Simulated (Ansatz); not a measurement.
Ansatz results at the PBE0-D4/def2-TZVP geometry: size of the dipole moment (ωB97M-V/def2-TZVPP) 1.32 D; LUMO energy (PBE0/def2-TZVPP) -1.03 eV; HOMO energy (PBE0/def2-TZVPP) -7.17 eV.

Each molecule was computed in one conformer, which needn't be the lowest.

(1) Which molecule gave them?
A. `CC1=CB(Cl)C1`
B. `C=[C](N)[GaH][CH3]`
C. `C=N[SiH2]N1BC1`
D. `OB(O)[SiH2]F`

## Answers

(1) C. The others give `C=[C](N)[GaH][CH3]`: 0.91, -1.23, -5.97; `CC1=CB(Cl)C1`: 2.61, -1.22, -7.72; `OB(O)[SiH2]F`: 2.64, -0.76, -8.35.
